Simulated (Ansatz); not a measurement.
Ga₄As₄H₁₄, a cluster cut from wurtzite GaAs (hydrogen-capped), relaxed as a singlet with RKS PBE-D4/def2-SVP in Ansatz, starting from the GFN2-xTB geometry. Force threshold 0.03 eV/Å.

Start:

```xyz
22

Ga   -0.829   -1.747   -2.126
As    1.097   -2.245   -0.364
Ga    0.197    2.351   -1.638
As   -1.468    0.516   -1.261
As    2.026    1.513    0.094
Ga    1.744   -0.611    1.492
Ga   -2.645    0.544    0.950
As   -0.581   -0.152    2.458
H    -0.080   -1.740   -3.510
H    -1.889   -2.879   -1.852
H     2.406   -2.663   -0.977
H     0.981   -3.577    0.325
H     0.940    2.289   -3.023
H    -0.238    3.758   -1.081
H    -2.577    0.907   -2.202
H     3.409    1.405   -0.485
H     2.500    2.559    1.065
H     2.909   -1.024    2.493
H    -3.677   -0.626    1.157
H    -3.025    1.981    1.469
H    -0.856   -1.308    3.380
H    -0.345    0.751    3.638
```

```json
{"step": "1", "energy (eV)": "-452983.5849", "largest force component (eV/Å)": "0.613", "SCF passes": "16"}
{"step": "2", "energy (eV)": "-452983.7997", "largest force component (eV/Å)": "0.237", "SCF passes": "19"}
{"step": "3", "energy (eV)": "-452983.8463", "largest force component (eV/Å)": "0.097", "SCF passes": "19"}
{"step": "4", "energy (eV)": "-452983.8499", "largest force component (eV/Å)": "0.011", "SCF passes": "20"}
```

Force components are those of the run's own axes.

End:

```xyz
22

Ga   -0.790   -1.743   -2.080
As    1.073   -2.198   -0.359
Ga    0.225    2.321   -1.599
As   -1.440    0.506   -1.234
As    1.983    1.477    0.084
Ga    1.677   -0.587    1.438
Ga   -2.602    0.533    0.967
As   -0.574   -0.148    2.402
H    -0.002   -1.646   -3.444
H    -1.876   -2.832   -1.726
H     2.401   -2.548   -1.023
H     0.879   -3.526    0.365
H     0.958    2.165   -2.988
H    -0.255    3.685   -0.966
H    -2.561    0.900   -2.195
H     3.359    1.317   -0.552
H     2.378    2.547    1.097
H     2.831   -0.993    2.427
H    -3.579   -0.697    1.122
H    -2.902    2.006    1.448
H    -0.864   -1.368    3.270
H    -0.319    0.829    3.545
```

By distances, no bond broke or formed. The bond that changes most is Ga1–As2, from 2.66 to 2.58 Å (atoms count from 1).

No frequencies were taken in this run, so the end may be a saddle point.

Hardware: 2 threads of AMD EPYC 7R13 on a shared host and a share (18 GiB) of an NVIDIA H100 80GB HBM3. Wall time 17 s, peak host memory 1 GiB.
